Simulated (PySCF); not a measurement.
Unrelated species, one level of theory. The calculation used PySCF 2.14.0, density-fitted response routines, TDDFT PBE0/def2-SVPD, vertical, gas phase, core orbitals frozen in the response. Geometries: GFN2-xTB; one conformer of each isolated species. Triplets are in the Tamm–Dancoff approximation. 'Strongest' means the level of largest summed f among the lowest 8 singlets; it needn't be the same kind of state in each.

Task: Rank by computed lowest singlet excitation energy, highest first.
A. `C[Si@](N)([SiH3])C#N`
B. `N#CC[SiH2]N[SiH3]`
C. `N[Si@@H]1N=C[C@@H]1[SiH3]`
D. `C[SiH2]N[SiH2]C#N`
E. `C=N[Si@H]1C[SiH2]N1`
F. `[SiH2](CN[SiH3])C#N`
G. `N#CC[Si@H](N)[SiH3]`

Result: B (6.10 eV), G (5.97 eV), D (5.74 eV), A (5.57 eV), F (5.38 eV), C (4.14 eV), E (3.91 eV).

| SMILES | S1 (eV) | α (au) | LUMO (eV) | f (strongest) | strongest (eV) | HOMO (eV) | S1 mainly |
| --- | --- | --- | --- | --- | --- | --- | --- |
| N#CC[SiH2]N[SiH3] | 6.10 | 86.3 | -0.35 | 0.03 | 7.40 | -7.84 | H→L (98%) |
| N#CC[Si@H](N)[SiH3] | 5.97 | 90.6 | -0.45 | 0.04 | 7.41 | -7.81 | H→L (91%) |
| C[SiH2]N[SiH2]C#N | 5.74 | 85.9 | -0.78 | 0.03 | 6.55 | -7.84 | H→L (98%) |
| C[Si@](N)([SiH3])C#N | 5.57 | 91.6 | -0.77 | 0.15 | 7.37 | -7.63 | H→L (99%) |
| N#C[SiH2]CN[SiH3] | 5.38 | 89.6 | -0.59 | 0.07 | 7.00 | -7.16 | H→L (78%) |
| N[Si@@H]1N=C[C@@H]1[SiH3] | 4.14 | 86.7 | -0.64 | 0.05 | 6.89 | -6.69 | H→L (96%) |
| C=N[Si@H]1C[SiH2]N1 | 3.91 | 89.5 | -1.11 | 0.08 | 5.85 | -7.02 | H→L (89%) |

H and L stand for HOMO and LUMO.

- `N#CC[SiH2]N[SiH3]`: Löwdin shares by element: HOMO nitrogen 52% or more, silicon 20%, hydrogen 7% or more (atoms not listed hold the other 20%); LUMO silicon 43%, hydrogen 11% or more, nitrogen 10% or more (atoms not listed hold the other 36%).
- `N#CC[Si@H](N)[SiH3]`: Löwdin shares by element: HOMO nitrogen 55% or more, hydrogen 15% or more, silicon 15% or more (atoms not listed hold the other 15%); LUMO silicon 48%, nitrogen 9% or more, carbon 8% or more (atoms not listed hold the other 36%).
- `C[SiH2]N[SiH2]C#N`: Löwdin shares by element: HOMO nitrogen 55% or more, silicon 21%, hydrogen 6% or more (atoms not listed hold the other 18%); LUMO silicon 26% or more, nitrogen 25%, carbon 19% or more (atoms not listed hold the other 30%).
- `C[Si@](N)([SiH3])C#N`: Löwdin shares by element: HOMO nitrogen 47% or more, silicon 29%, carbon 5% or more (atoms not listed hold the other 19%); LUMO silicon 42%, carbon 16% or more, nitrogen 14% or more (atoms not listed hold the other 29%).
- `N#C[SiH2]CN[SiH3]`: Löwdin shares by element: HOMO nitrogen 53% or more, carbon 13% or more, silicon 9% or more, hydrogen 5% or more (atoms not listed hold the other 19%); LUMO carbon 27%, silicon 25% or more, nitrogen 18% or more (atoms not listed hold the other 31%).
- `N[Si@@H]1N=C[C@@H]1[SiH3]`: Löwdin shares by element: HOMO nitrogen 56% or more, carbon 21%, silicon 9% or more; LUMO carbon 42%, nitrogen 26% or more, silicon 7% or more (atoms not listed hold the other 25%).
- `C=N[Si@H]1C[SiH2]N1`: Löwdin shares by element: HOMO nitrogen 50% or more, carbon 14% or more, silicon 11% or more, hydrogen 6% or more (atoms not listed hold the other 19%); LUMO carbon 38% or more, nitrogen 28% or more, silicon 8% or more, hydrogen 5% or more (atoms not listed hold the other 20%).
